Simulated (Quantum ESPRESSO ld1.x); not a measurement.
Ho+, 66 electrons, occupied as [Xe] 4f12 (not the ground configuration). All-electron calculation, Dirac Kohn-Sham, PBEsol, spin-unpolarised, spherical densities, point nucleus; open shells fill j = l - 1/2 first. Program: ld1.x of Quantum ESPRESSO 7.5.

Spin-orbit splittings of the eigenvalues, e(l+1/2) - e(l-1/2), with zeta = 2 splitting/(2l+1) and mean radii in bohr:

| shell | occ. | splitting (eV) | zeta (eV) | <r> j=l-1/2 | <r> j=l+1/2 |
|---|---|---|---|---|---|
| 2p | 6 | 856.5 | 571.0 | 0.07291 | 0.08008 |
| 3p | 6 | 178.9 | 119.3 | 0.2192 | 0.2327 |
| 3d | 10 | 39.10 | 15.64 | 0.2054 | 0.2096 |
| 4p | 6 | 40.12 | 26.74 | 0.5290 | 0.5603 |
| 4d | 10 | 7.263 | 2.905 | 0.5914 | 0.6026 |
| 4f | 12 | 0.9105 | 0.2602 | 0.9258 | 0.9830 |
| 5p | 6 | 4.756 | 3.171 | 1.475 | 1.593 |
